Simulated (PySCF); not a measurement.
Si(F)3(SH) (F3HSSi), SMILES F[Si](F)(F)S.

Geometry optimised at PBE0-D3(BJ)/def2-SVP. One conformer was computed; it need not be the lowest.

Level of theory: PBE/def2-TZVP in PySCF.

Symmetry labels are those of the subgroup Cs that the program uses (full group Cs).

List the valence orbital energies around the gap with their symmetry. (The exact figures need the calculation; the answer reports its results.)


| orbital | symmetry | energy (eV) |
|---|---|---|
| HOMO−7 | A' | -11.19 |
| HOMO−6 | A" | -11.18 |
| HOMO−5 | A' | -11.04 |
| HOMO−4 | A" | -10.57 |
| HOMO−3 | A' | -10.42 |
| HOMO−2 | A" | -10.14 |
| HOMO−1 | A' | -9.19 |
| HOMO | A" | -7.29 |
| LUMO | A' | -1.21 |
| LUMO+1 | A' | -0.78 |
| LUMO+2 | A' | 0.22 |
| LUMO+3 | A" | 0.56 |
